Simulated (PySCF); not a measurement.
Compound: C₅H₈FN.
Cartesian coordinates in Å at the PBE0-D3(BJ)/def2-SVP level; atoms count from 1:
```xyz
15
C5H8FN angstrom
C     -2.0049    0.6540   -0.0319
C     -0.5286    0.6942   -0.3928
C      0.0711   -0.6953   -0.5570
C      1.5477   -0.6895   -0.9148
F      1.9917   -1.9732   -1.0973
C      2.3619   -0.0434    0.1287
N      2.9801    0.4724    0.9586
H     -2.1681    0.1219    0.9184
H     -2.4155    1.6681    0.0798
H     -2.5948    0.1378   -0.8057
H     -0.3898    1.2659   -1.3271
H      0.0278    1.2438    0.3852
H     -0.0530   -1.2840    0.3666
H     -0.4444   -1.2479   -1.3593
H      1.7126   -0.1337   -1.8557
```

Level: CAM-B3LYP/def2-SVPD in PySCF, non-relativistic, on one gas-phase PBE0-D3(BJ)/def2-SVP geometry that isn't relaxed in the solvent. The solvent is an IEF-PCM continuum (Bondi radii, 1.10 Å for H, scaled by 1.2), and excitations are vertical TDDFT with non-equilibrium linear response and a frozen core. Specific hydrogen bonds and non-electrostatic terms are outside this model.

Gas-phase singlets (H = HOMO, L = LUMO):

```json
{"state": "S1", "E (eV)": "7.220", "λ (nm)": "172", "f": "0.000", "leading configurations": "H→L 57%, H→L+1 13%"}
{"state": "S2", "E (eV)": "7.859", "λ (nm)": "158", "f": "0.002", "leading configurations": "H-3→L 27%, H→L+1 11%"}
{"state": "S3", "E (eV)": "8.120", "λ (nm)": "153", "f": "0.000", "leading configurations": "H-3→L+3 19%, H-3→L+1 16%"}
{"state": "S4", "E (eV)": "8.663", "λ (nm)": "143", "f": "0.013", "leading configurations": "H-4→L 45%, H-5→L 19%"}
{"state": "S5", "E (eV)": "8.977", "λ (nm)": "138", "f": "0.014", "leading configurations": "H→L 27%, H-5→L 24%"}
```

Task: How does the list change in acetone (ε = 20.49)?

Result: 
| state | E (eV) | λ (nm) | f | leading configurations | change by rank (eV) |
| --- | --- | --- | --- | --- | --- |
| S1 | 7.234 | 171 | 0.000 | H-1→L 50%, H-3→L 14% | +0.014 |
| S2 | 7.925 | 156 | 0.003 | H-4→L 36%, H-1→L+1 16% | +0.066 |
| S3 | 8.218 | 151 | 0.000 | H-4→L+1 37%, H-4→L+2 23% | +0.098 |
| S4 | 8.615 | 144 | 0.011 | H→L 41%, H-3→L 16% | -0.048 |
| S5 | 8.768 | 141 | 0.013 | H-3→L 24%, H-1→L 19% | -0.209 |

Task: How do the frontier levels move from gas to acetone?

Result: 
```tsv
orbital	gas (eV)	solvent (eV)	change (eV)
LUMO+2	1.57	1.84	+0.27
LUMO+1	1.02	1.32	+0.30
LUMO	0.76	0.77	+0.01
HOMO	-11.06	-10.76	+0.30
HOMO-1	-11.28	-10.95	+0.33
HOMO-2	-11.63	-11.16	+0.47
HOMO-3	-11.69	-11.75	-0.06
```

The HOMO–LUMO gap goes from 11.82 to 11.53 eV. Rows go by rank; for HOMO-3, HOMO-2, HOMO-1, HOMO, LUMO, LUMO+1 and LUMO+2 the atom shares or the degeneracy differ between the runs, so the row needn't follow one orbital.
